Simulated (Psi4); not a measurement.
**GeSiH6O (SMILES [OH][GeH2][SiH3]): entropy by statistical mechanics**

A singlet with charge 0, relaxed at wB97X-D/def2-SVP (density fitting) (Psi4 1.11):

```xyz
9

O    -1.6591    1.0062   -0.8714
Ge    0.0879    0.9006   -0.4946
Si    0.5188   -1.0134    0.8732
H    -1.9954    0.2308   -1.3296
H     0.8997    0.8438   -1.8076
H     0.3837    2.2167    0.2357
H     1.9825   -1.1394    1.1341
H     0.0483   -2.2463    0.1757
H    -0.2023   -0.8918    2.1719
```

Harmonic wavenumbers in cm⁻¹: 88, 132, 188, 356, 361, 509, 569, 690, 707, 797, 865, 903, 924, 945, 949, 2125, 2185, 2242, 2248, 2258, 3941.

Masses in u: O 15.999, Ge 72.63, Si 28.085, H 1.008. Take T = 298.15 K, p = 1 bar, R = 8.3145 J/(mol K), kT/hc = 207.22 cm⁻¹, rigid rotor and harmonic oscillator.

**Question.** Work out S° at 298 K.

**Answer.** 
1. Translation (Sackur–Tetrode): S = R[3/2 ln M + 5/2 ln T − 1.1517] with M = 122.762 gives 168.8 J/(mol K).
2. Rotation: principal moments 46.351, 173.651, 206.661 u Å² give A, B, C = 0.3637, 0.0971, 0.0816 cm⁻¹; the symmetry number is σ = 1; q = (√π/σ)√((kT/hc)³/ABC) = 98491; S = R(ln q + 3/2) = 108.1.
3. Vibration: with u = ν̃/207.22, each mode gives R[u/(eᵘ − 1) − ln(1 − e⁻ᵘ)]; the sum is 57.5, most from 88 cm⁻¹ (15.5), 132 cm⁻¹ (12.2), 188 cm⁻¹ (9.4).
4. Spin and the two mirror images of this shape: R ln 2 = 5.8.
5. Sum: 168.8 + 108.1 + 57.5 + 5.8 = 340.2 J/(mol K).

No measured value is set beside it here. Where a soft mode is a torsion, a harmonic oscillator describes it poorly.
